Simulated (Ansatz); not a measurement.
```yaml
crystal:
  periodic: [false, false, false]
  atoms:
    - {symbol: Fe, position_ang: [0.387895, 0.051715, -0.002836]}
    - {symbol: Br, position_ang: [0.045868, 0.092981, 2.477502]}
    - {symbol: Br, position_ang: [0.237322, 0.076264, -2.426073]}
    - {symbol: Br, position_ang: [2.810229, 0.047394, 0.120063]}
    - {symbol: N, position_ang: [-1.587879, -0.174800, -0.075945]}
    - {symbol: H, position_ang: [-1.927488, -0.808421, -0.632810]}
    - {symbol: H, position_ang: [-1.991704, 0.797103, -0.453206]}
    - {symbol: H, position_ang: [-2.032259, -0.119669, 0.840832]}
    - {symbol: N, position_ang: [0.450376, 2.035944, 0.023042]}
    - {symbol: H, position_ang: [0.268759, 2.394510, -0.879275]}
    - {symbol: H, position_ang: [1.490102, 2.228317, 0.248243]}
    - {symbol: H, position_ang: [-0.078338, 2.455382, 0.767192]}
    - {symbol: N, position_ang: [0.437864, -2.003755, 0.042093]}
    - {symbol: H, position_ang: [0.227765, -2.367842, -0.851277]}
    - {symbol: H, position_ang: [-0.103432, -2.358037, 0.848856]}
    - {symbol: H, position_ang: [1.415683, -2.250925, 0.204949]}
basis:
  gaussian: {orbitals: def2-TZVP, final_grid: {core_spheres: 8, valence_spheres: 7, degree: 23}}
magnetization: {spin_polarized: true, initial_magnetization: 1}
hamiltonian: {xc: {name: r2SCAN0}}
scf: {lower_state_search: off}
```

```sh
$ ansatz run in.yaml --threads 4 --pin off --events-out ev --progress --plain --max-ram 9574MiB
```

Shortened log:

```
Functional definition: r2SCAN0
2631 factors; their error is unknown
mean field evaluation 1: about -249107.9294 eV, gradient 1.0e2 eV
mean field evaluation 2: about -248645.0729 eV, gradient 2.8e2 eV
mean field evaluation 4: about -249059.0918 eV, gradient 1.8e2 eV
mean field evaluation 8: about -249142.8716 eV, gradient 2.0e0 eV
mean field evaluation 16: about -249144.4631 eV, gradient 3.9e-3 eV
mean field -249144.46309126 eV, -9155.8901424212 hartree, gradient 2.5e-6 eV, S^2 1.011123; 0 other end points of the search recorded, 0 dependent functions left out
reference -249144.46310525 eV, -9155.8901429354 hartree; 81, 80 occupied and 255, 256 virtual orbitals, 2631 factors
Total energy: -249144.46310525 eV, -9155.8901429354 hartree
Checks for a lower state left out: stability, starts, cluster_reference, orbital_swaps, neighbouring_geometries, increment
```

Hardware: 4 threads of Intel Xeon 6975P-C on a shared host. Wall time 53 s, peak host memory 3 GiB.

The charge 0 doublet is spin-contaminated (final ⟨S²⟩ up to 1.01, 0.75 for a pure state).
